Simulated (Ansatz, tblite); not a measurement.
Spin states of the cluster TeSe2 (the lowest singlet isomer of a short search), each relaxed with B3LYP-D4/def2-TZVP in Ansatz. Electronic energies in the gas phase.

In the def2 sets Te takes a core potential; there is no spin–orbit coupling. The xTB rows come from tblite. B3LYP takes the VWN-RPA correlation. Correlated methods freeze 22 core orbitals; core or outer-core shells of Se, Te are correlated, in sets that lack core-valence functions. The structure comes from a short search, and lower isomers may exist.

Singlet geometry (C2v within 0.1 Å):

```xyz
3

Se   -1.249    0.582    0.318
Se    1.128    0.819    0.238
Te    0.121   -1.401   -0.556
```

Triplet geometry (C2v within 0.1 Å):

Cartesian coordinates in Å:
```
Se -0.074 -1.365 0.519
Se 0.934 0.204 -1.107
Te -0.859 1.161 0.588
```

Quintet geometry:

| atom | x (Å) | y (Å) | z (Å) |
| --- | --- | --- | --- |
| Se1 | -0.022 | -1.612 | -0.291 |
| Se2 | 0.355 | 1.164 | -1.097 |
| Te3 | -0.333 | 0.448 | 1.388 |

⟨S²⟩: triplet 2.01 at PBE0-D4/def2-TZVP (pure 2.00), quintet 6.02 at PBE0-D4/def2-TZVP (pure 6.00).

Run but left out: LDA (SPW92)/def2-TZVP, PBE-D4/def2-TZVP (triplet: an occupied level 0.05 to 0.16 eV above an empty one).

Only these spin states were relaxed. The quintet has other bonds than the singlet, so the gap mixes isomer and spin.

| level | triplet − singlet (kcal/mol) | quintet − singlet (kcal/mol) | lowest of these |
| --- | --- | --- | --- |
| GFN1-xTB | 42.8 | 99.1 | singlet |
| GFN2-xTB | 34.2 | 76.6 | singlet |
| HF/def2-TZVP | 24.9 | 34.5 | singlet |
| r2SCAN-D4/def2-TZVP | 25.2 | 45.2 | singlet |
| B3LYP-D4/def2-TZVP | 28.0 | 48.3 | singlet |
| PBE0-D4/def2-TZVP | 29.0 | 50.7 | singlet |
| B2PLYP/def2-TZVP | 30.7 | 52.4 | singlet |
| PBE-QIDH/def2-TZVP | 33.3 | 57.1 | singlet |
| MP2/def2-TZVP | 39.8 | 66.0 | singlet |

The xTB methods have no term that favours high spin, so they put low spin too low.
